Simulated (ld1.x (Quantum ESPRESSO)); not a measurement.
# O (Z = 8): one change to a TM potential, before and after

```json
{"Element": "O", "Generator": "ld1.x (Quantum ESPRESSO) 7.5", "Type": "norm-conserving Troullier–Martins (Kleinman–Bylander form)", "Functional": "PBE", "Relativity": "scalar-relativistic", "Frozen core": "[He]", "Valence charge": "6", "Reference configuration": "2s2 2p4", "Partial waves": "2s (bound): rc 0.85 bohr; 3d channel at -0.05 Ry: rc 2.10 bohr; 2p (bound): rc 2.10 bohr", "Local potential": "the p channel", "Core correction": "a·sin(br)/r model core inside 0.65 bohr"}
```

Change: wave 2p (bound): rc 2.10 bohr becomes 2p (bound): rc 1.38 bohr.

Cutoffs: the cutoffs (Ry, on a coarse ladder) from which the occupation-weighted sum of valence levels, in a spherical-Bessel basis at the reference potential, stays within 10 and 1 mRy of its value at 400 Ry; they do not see the model core or the augmentation charge, which bear on the density cutoff. Errors are all-electron minus pseudo energies relative to the spin-unpolarised reference configuration.

Task: Predict the effect on cutoff, ghosts and configuration errors.

Result: The potential gets neither clearly harder nor softer (80 Ry and 180 Ry → 80 Ry and 180 Ry); the s channel sets the loose cutoff, while the largest relative change is in p, which becomes harder; of the 7 tests that both files solve, the error grows in 0 and shrinks in 6 by more than 15 % and 0.3 meV (median size 62.2 → 36.0 meV); the range in which the s phases agree widens (upper end 0.4 → 1.5); neither file shows a bound ghost. Less of the atom is replaced, so other configurations are described better.

| quantity | base | changed |
| --- | --- | --- |
| cutoff, loose | 80 Ry | 80 Ry |
| cutoff, tight | 180 Ry | 180 Ry |
| loose cutoff by channel (10 mRy a level) | s 60 Ry, p 30 Ry | s 60 Ry, p 55 Ry |
| bound ghosts | none | none |
| error for 2s2 2p3, meV [ΔE 16.43 eV] | +25 | -3.4 |
| error for 2s2 2p2, meV [ΔE 50.02 eV] | +516 | +56 |
| error for 2s2 2p1, meV [ΔE 103.89 eV] | +2438 | +426 |
| error for 2s1 2p4, meV [ΔE 31.66 eV] | -257 | -36 |
| error for 2s2 2p4.3, meV [ΔE -2.12 eV] | -3.1 | -0.5 |
| error for 2s0 2p6, meV [ΔE 29.94 eV] | -62 | +55 |
| error for 2s1 2p5, meV [ΔE 14.95 eV] | -17 | +14 |
| s: phases at 2.29 bohr within 0.05 rad from the reference energy up to (Ry; the scan ends near 5) | 0.4 | 1.5 |
| p: phases at 2.29 bohr within 0.05 rad from the reference energy up to (Ry; the scan ends near 5) | 0.6 | 1.6 |
| d: phases at 2.29 bohr within 0.05 rad from the reference energy up to (Ry; the scan ends near 5) | 4.2 | to the end of the scan |
